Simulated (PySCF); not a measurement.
Ir(OH) (HIrO), SMILES [Ir][OH] (connectivity only; charge and spin as stated), neutral, multiplicity 3. Atoms are numbered in the order given.

```xyz
3

Ir    -0.0020     0.1992     0.0000
O      0.1186    -1.6637     0.0000
H     -0.7932    -2.0298     0.0000
```
Charge 0, spin multiplicity 3.

Coordinates come from a PBE-D3(BJ)/def2-TZVPD optimisation. The multiplicity is an assumed one; other spin states were not compared. The def2 effective core potentials stand for the cores of Ir; spin–orbit coupling is left out.

Method: TDA-PBE/def2-TZVPD (PySCF).

Vertical excitations. Isolated molecule, no solvent.

```csv
state,energy (eV),λ (nm),f,main pairs
root 1,0.37,3355,0.000,β HOMO−2→LUMO 98 %
root 2,0.43,2863,0.000,"β HOMO−1→LUMO 43 %, β HOMO→LUMO 41 %, β HOMO−2→LUMO+1 15 %"
root 3,0.65,1914,0.000,"β HOMO→LUMO 56 %, β HOMO−1→LUMO 40 %"
root 4,0.72,1711,0.001,β HOMO→LUMO+1 90 %
root 5,0.96,1289,0.000,β HOMO−1→LUMO+1 88 %
root 6,1.07,1160,0.000,"β HOMO−2→LUMO+1 80 %, β HOMO−1→LUMO 13 %"
root 7,1.68,739,0.000,"α HOMO→LUMO 17 %, α HOMO−3→LUMO 14 %, β HOMO→LUMO+2 36 %, β HOMO−1→LUMO+2 32 %"
root 8,1.87,664,0.000,"α HOMO→LUMO 17 %, α HOMO−3→LUMO 17 %, β HOMO−1→LUMO+2 36 %, β HOMO→LUMO+2 29 %"
root 9,2.02,615,0.000,"α HOMO−2→LUMO 38 %, β HOMO−2→LUMO+2 60 %"
root 10,2.15,576,0.003,α HOMO−1→LUMO 98 %
```
Unrestricted roots are not spin-pure.
